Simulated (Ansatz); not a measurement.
Species: [Ta(Cl)5] (charge 0, multiplicity 1), formula Cl5Ta.

Task: How many basis functions does frozen-core CCSD(T)/def2-TZVPP // PBE-D3(BJ)/def2-SVP (Ansatz, a quantum-chemistry and plane-wave program) use, how many core orbitals are frozen, and how many electrons are correlated?

Result: 266 basis functions and 25 frozen orbitals, which leaves 48 correlated electrons. Core time is of the order of minutes.
